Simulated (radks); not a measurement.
Excited configurations of V3+: one electron is placed in a higher orbital outside [Ar] 3d1. The ground configuration is [Ar] 3d2. Calculated with a radial shooting solver on a logarithmic mesh with Libxc functionals: non-relativistic Kohn-Sham, PBE, spin-polarised, spherical densities, point nucleus; open shells are filled with parallel spins first. Excitation = E - E(ground); binding = E(ion) - E, where the ion is the core of charge +4; n* = 4/sqrt(2 binding) in atomic units, and the quantum defect is n - n*.

outer orbital  excitation (eV)  binding (eV)     n*  quantum defect  eigenvalue (eV)
4s                      11.834        35.034  2.493           1.507          -30.929
4p                      17.990        28.877  2.746           1.254          -25.269
4f                      32.624        14.243  3.909           0.091          -12.077
5p                      31.090        15.777  3.715           1.285          -14.056
5d                      34.689        12.179  4.228           0.772          -10.743
6s                      35.776        11.091  4.430           1.570          -10.012
6p                      36.917         9.950  4.677           1.323           -8.954
6f                      40.189         6.678  5.710           0.290           -5.929
7s                      39.366         7.501  5.387           1.613           -6.801
7p                      40.008         6.859  5.634           1.366           -6.211
7d                      41.062         5.805  6.124           0.876           -5.238
7f                      41.930         4.937  6.640           0.360           -4.433

The Delta-SCF ionisation energy is 46.867 eV (NIST Atomic Spectra Database: 46.709 eV, measured). Self-interaction in the functional shifts the binding energies and quantum defects, so they are the method's values and not measured ones. Open shells are spherical and high-spin; term and fine-structure splittings are not resolved.
